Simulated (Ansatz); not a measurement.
System: YF3, net charge 1, doublet state. The spin state was set by rule; other spins were not relaxed. 
Coordinates optimised at B3LYP-D3(BJ)/def2-TZVP (Ansatz, a first-principles code):
```xyz
4

Y     -0.0881     0.3151     0.3049
F     -0.8346    -1.5594    -0.2909
F      0.0802     1.5771    -1.1263
F      1.1361    -1.3831     0.0962
```
Charge +1, spin multiplicity 2.

Total electronic energies in hartree. Cores are frozen in the correlated levels unless marked. Open shells are spin-unrestricted. Spin-orbit coupling is left out. Frozen are the shells of the preceding noble gas and the d and f shells that filled before the atom's block. Past Kr the def2 sets carry scalar-relativistic core potentials.  The program attaches cautions to a run behind CCSD(T)/def2-SVP: other roots.

The Hartree-Fock reference is unstable (checked in the largest basis), which strains HF and MP2. 

```tsv
level	program	energy (Eh)
HF/def2-QZVPP	Ansatz	-336.19640
PBE0/def2-TZVPD	Ansatz	-337.51094
r2SCAN0/def2-TZVPD	Ansatz	-337.63125
CAM-B3LYP-D4/def2-TZVPD	Ansatz + dftd4	-337.70823
LC-wPBE-D4/def2-TZVPD	Ansatz + dftd4	-337.66224
wB97X-V/def2-TZVPD	Ansatz	-337.67952
B2PLYP-D3(BJ)/def2-TZVPD	Ansatz + dftd3	-337.51904
CCSD(T)/def2-SVP	Ansatz	-336.41457
```

Totals of different functionals don't rank their quality; only differences between species are comparable.
